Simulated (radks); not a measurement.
The numbers below are computed, except where a source is named.
Effect of the nuclear size on neutral technetium, [Kr] 4d5 5s2. Level of theory: Dirac Kohn-Sham, BLYP, spin-unpolarised, spherical densities, finite nucleus; open shells are shared between the two j in proportion to 2j + 1; Fermi nuclear charge, rms radius 4.4112 fm (a radial shooting solver on a logarithmic mesh with Libxc functionals). The rms radius is varied about that value; shifts are against it.

| rms radius (fm) | total energy shift (eV) | density at nucleus (e/bohr^3) | 1s1/2 shift (meV) | 2s1/2 shift (meV) | 3p1/2 shift (meV) | 4s1/2 shift (meV) | 4p1/2 shift (meV) | 5s1/2 shift (meV) |
|---|---|---|---|---|---|---|---|---|
| 3.8069 | -0.429 | 1.019e+05 | -181 | -19.5 | 0.282 | -0.568 | 0.075 | -0.033 |
| 4.0671 | -0.251 | 1.011e+05 | -106 | -11.4 | 0.165 | -0.333 | 0.044 | -0.019 |
| 4.4112 | 0 | 1.002e+05 | 0.000 | 0.000 | 0.000 | 0.000 | 0.000 | 0.000 |
| 4.817 | 0.319 | 9.921e+04 | 135 | 14.5 | -0.210 | 0.423 | -0.056 | 0.025 |
| 5.4787 | 0.893 | 9.777e+04 | 377 | 40.7 | -0.587 | 1.18 | -0.156 | 0.069 |

Slopes of the eigenvalues against <r^2> in GHz/fm^2, as finite differences over the two radii next to the reference (eigenvalue slopes, not the field-shift constants of lines): 1s1/2 8740, 2s1/2 943, 3p1/2 -13.6, 4s1/2 27.4, 4p1/2 -3.61, 5s1/2 1.60.
